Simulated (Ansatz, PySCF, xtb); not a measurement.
Torsion H4–C1–Ge2–Cl3 in CH5ClGe (SMILES [CH3][GeH2][Cl]); at each angle all else is relaxed with GFN2-xTB, and the levels are single points there.
Geometry at 60° (charge 0, multiplicity 1):
```xyz
8

C     -1.064     0.153     0.041
Ge     0.859    -0.265    -0.054
Cl     1.109    -2.335     0.215
H     -1.465    -0.140     1.009
H     -1.605    -0.394    -0.728
H     -1.245     1.214    -0.099
H      1.471     0.093    -1.389
H      1.663     0.429     1.022
```

On the grid 0° to 120°, 0° is the highest and 60° the lowest point at MP2/CBS(def2-TZVPP, def2-QZVPP) + ΔCCSD(T)/def2-TZVPP.

Codes used: Ansatz (a first-principles code) with Gaussian orbitals; PySCF for the dispersion terms; xtb for the GFN methods. Values without a source in brackets are computed.

Task: Estimate the energy at 0° less that at 60° that GFN2-xTB returns for this input.

Result: 0.8 kcal/mol
